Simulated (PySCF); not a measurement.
C₄H₉NSi, SMILES C=C1[SiH2]N[C@H]1C.

The structure is a stationary point at ωB97X-D3(BJ)/def2-SVP. The structure was generated by enumeration; whether it is a known compound was not checked.

Level of theory: TDA-B3LYP/def2-SVPD (PySCF 2.14.0).

Vertical excitations. The molecule is in vacuum.

```csv
state,energy (eV),λ (nm),f,main pairs
S1,5.04,246,0.002,HOMO→LUMO 97 %
S2,5.25,236,0.005,HOMO→LUMO+1 97 %
S3,6.00,207,0.002,HOMO−2→LUMO 95 %
S4,6.09,203,0.010,HOMO→LUMO+2 91 %
S5,6.28,197,0.007,HOMO−1→LUMO+1 94 %
S6,6.67,186,0.024,HOMO→LUMO+3 86 %
S7,6.72,184,0.089,HOMO−2→LUMO+1 90 %
S8,6.85,181,0.031,"HOMO→LUMO+4 67 %, HOMO→LUMO+3 11 %"
S9,6.95,178,0.018,"HOMO→LUMO+5 55 %, HOMO−1→LUMO+2 24 %, HOMO→LUMO+6 10 %"
S10,7.04,176,0.062,"HOMO−1→LUMO+2 45 %, HOMO→LUMO+5 20 %, HOMO→LUMO+6 10 %, HOMO−1→LUMO 10 %"
T1,4.11,302,0,HOMO−1→LUMO 83 %
T2,4.76,260,0,HOMO→LUMO 86 %
T3,4.97,250,0,HOMO→LUMO+1 97 %
T4,5.47,227,0,HOMO−2→LUMO 97 %
```
Triplets are in the Tamm–Dancoff approximation.
